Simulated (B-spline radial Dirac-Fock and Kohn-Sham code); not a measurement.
# K-line shifts caused by a second vacancy in P³⁺

System: P³⁺, [Ne] 3s2.

Input of the calculation (task.json; shells as n, l, electrons):

```json
{"items": [{
  "Z": 15,
  "q": 3,
  "cfg": [[1, 0, 2], [2, 0, 2], [2, 1, 6], [3, 0, 2]],
  "A": 31,
  "rrms": 3.1889,
  "do": ["binding", "quiet", "double"]
}]}
```

Launch: `python xray_run.py task.json out`

Calculated with an atomic code on a B-spline grid, using relaxed Dirac-Fock hole states (ΔSCF) with Breit and QED corrections and a finite nucleus. Each two-hole energy is an average over J within one jj subconfiguration, not an observable level; in light atoms, where LS coupling holds, the j-resolved values are not observed lines, and for a K spectator the Kα1 hypersatellite is nearly forbidden. Electron correlation is not included.

Lines without a spectator: Kα2 (K-L2) 2016.1 eV, Kα1 (K-L3) 2017.0 eV. Shifts in eV with one spectator hole (a dash: not computed, or left out as unreliable):

| spectator hole | Kα2 | Kα1 |
| --- | --- | --- |
| L2 (2p1/2) | +11.28 | +14.00 |
| L3 (2p3/2) | +13.68 | +12.88 |

Q: Where does the K-L3 hypersatellite lie, emitted when both K electrons are missing?

A: +151.7 eV from the normal line, at 2168.7 eV. Removing both K electrons costs 4602.4 eV, which is 207.4 eV more than twice the K binding energy. In light atoms the observed hypersatellite is the ¹S₀ → ¹P₁ component, which lies below this average, and the triplet component is nearly forbidden.

With n spectator holes in 2p, averaged over the 2p shell (energies in eV):

```csv
n,KαLⁿ,step,hypersatellite KαʰLⁿ
0,2016.7,–,2168.3
1,2030.0,+13.3,2183.1
2,2044.8,+14.8,2199.3
3,2061.1,+16.3,2216.9
4,2078.8,+17.7,2236.0
5,2097.9,+19.1,2256.4
```
